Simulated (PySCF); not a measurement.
Computed shifts of a molecule C₂H₄OSe, PySCF with PBE/pcSseg-1, GIAO, gas phase, equivalent atoms averaged, in ppm (number of nuclei): ¹³C: 79.9 (2). ¹H: 6.42 (4). References: ¹³C against TMS (σ = 182.0 ppm); ¹⁷O against H2O (σ = 334.3 ppm); ⁷⁷Se against Me2Se (σ = 1634.8 ppm); ¹H against TMS (σ = 31.49 ppm), references at their B3LYP-D3(BJ)/def2-TZVP geometries, non-relativistic. Geometry: PBE-D3(BJ)/def2-SVP. One conformer was computed; it need not be the lowest.

Task: Pick the molecule that these values belong to.
A) C[Se]C=O
B) O=CC[SeH]
C) C1OC[Se]1

Result: C, C1OC[Se]1
